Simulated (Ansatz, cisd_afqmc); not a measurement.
System: AlH$_{3}$, charge 1, doublet. AlH3+ (parent SMILES [AlH3], doublet).
B3LYP-D3(BJ)/def2-TZVP minimum from Ansatz (a quantum-chemistry and plane-wave program):
```xyz
4

Al    -0.0166    -0.0540    -0.0544
H      0.6102     0.2551     1.4649
H     -0.0507     1.5638     0.3678
H     -0.3435    -1.1168    -1.1252
```
Charge +1, spin multiplicity 2.

Total energies in cc-pV(D+d)Z, 5 correlated electrons, 5 frozen orbitals. Radicals and triplets start from unrestricted determinants; spin-orbit coupling is neglected. Cores are frozen in correlated methods. No relativity. AFQMC is phaseless with a CISD trial state; ± is one standard error, without the phaseless bias. Outlying blocks are dropped, and bars are widened where a walk drifts. Over all cases where full CI ran beside it in this data, AFQMC minus full CI had a median of +0.1 mEh and passed +0.4 mEh in a tenth of the cases. Full CI freezes restricted core orbitals and the other rows unrestricted ones, which leaves a small offset even where coupled cluster is exact. The UHF reference of H3Al+ (parent SMILES [AlH3], doublet) is spin-contaminated (<S^2> up to 0.04 over the pure value in the sets run). The spin of H3Al+ (parent SMILES [AlH3], doublet) was assumed, and the state is the lowest solution found for it.

```tsv
method	program	energy (Eh)	error against FCI (mEh)
HF	Ansatz	-243.27636	80.32
MP2	Ansatz	-243.33316	23.53
CCSD	Ansatz	-243.35508	1.60
CCSD(T)	Ansatz	-243.35616	0.52
CCSDT(Q)	Ansatz	-243.35667	0.01
CCSDTQ	Ansatz	-243.35668	0.00
AFQMC/CISD	cisd_afqmc	-243.3565 ± 0.0001	0.2 ± 0.1
FCI	Ansatz	-243.35668	0.00
```

Rough core times of Ansatz's runs on a shared machine: CCSD(T) under 20 s, CCSDT(Q) under 20 s, CCSDTQ 90 s, FCI under 20 s.
